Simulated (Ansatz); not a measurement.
FH2HfIO2, SMILES `[OH][Hf]([OH])([F])[I]`, relaxed with RKS PBE0-D4/def2-TZVP in Ansatz 0.2.0 from a PBE-D4/def2-SVP geometry. The force threshold is 0.005 eV/Å; the program also tests the step.

Total charge 0; spin multiplicity 1. Hf, I: def2 effective core potential.

Start:

```xyz
7

O     1.636    0.510   -0.114
Hf   -0.030   -0.423    0.044
O    -1.511    0.699   -0.424
F    -0.003   -1.928   -1.152
I    -0.342   -1.301    2.635
H     2.399    1.080   -0.273
H    -2.149    1.363   -0.716
```

```tsv
step	energy (eV)	largest force (eV/Å)	largest move (Å)
1	-16255.7106	0.675	0.000
2	-16255.7341	0.216	0.027
3	-16255.7354	0.009	0.012
4	-16255.7354	0.006	0.001
5	-16255.7355	0.003	0.008
6	-16255.7355	0.009	0.007
7	-16255.7355	0.001	0.001
```

End:

```xyz
7

O     1.623    0.501   -0.128
Hf   -0.030   -0.421    0.039
O    -1.494    0.693   -0.434
F    -0.005   -1.914   -1.144
I    -0.337   -1.288    2.623
H     2.370    1.076   -0.257
H    -2.126    1.353   -0.700
```

It took 26 s on 4 threads of a server CPU on a shared host, with 0.56 GiB of host memory at the peak.
